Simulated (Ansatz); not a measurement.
A thermochemical cycle in electronic energies (no zero-point or thermal terms), species as SMILES, kcal/mol. Each molecule is optimised on its own at B3LYP-D3(BJ)/def2-TZVP (Ansatz, a first-principles code), one conformer each, not searched for the lowest. Cores are frozen in the correlated levels unless marked. UHF or UKS for open shells. Spin-orbit coupling is left out. Non-relativistic. CBS marks a two-point X^-3 extrapolation of the correlation energy; Hartree-Fock from the larger set. [CCSD(T)-MP2]/basis is that difference in the basis named. Anions need diffuse functions, of which def2-TZVPD holds fewer than the aug- sets.

| step | RI-MP2/CBS(aug-cc-pV(T+d)Z,aug-cc-pV(Q+d)Z)+[CCSD(T)-MP2]/aug-cc-pV(T+d)Z (Ansatz) | PBE0-D4/def2-TZVPD (Ansatz + dftd4) |
|---|---|---|
| electron affinity EA, positive where the anion is bound: [O][SiH2]O + e- → [O-][SiH2]O | 80.1 | 73.0 |
| deprotonation energy A: O[SiH2]O -> [O-][SiH2]O + H+ | 360.1 | 360.3 |
| ionisation of the H atom at the same level, IE | 313.7 | 314.4 |

Task: Find the bond energy D: O[SiH2]O [dihydroxysilane] -> [O][SiH2]O + H atom.

Result: Breaking the bond, ionising the H atom and attaching the electron to the radical add up to the deprotonation, A = D + IE - EA. At RI-MP2/CBS(aug-cc-pV(T+d)Z,aug-cc-pV(Q+d)Z)+[CCSD(T)-MP2]/aug-cc-pV(T+d)Z: D = A - IE + EA = 360.1 - 313.7 + 80.1 = 126.5. At PBE0-D4/def2-TZVPD: D = A - IE + EA = 360.3 - 314.4 + 73.0 = 118.9. The functional differs from the first level by -7.6 in D, -7.1 in EA and +0.2 in A; for EA and A the gap mixes functional and basis. The site is the one shown; other sites or isomers of the anion may lie lower.
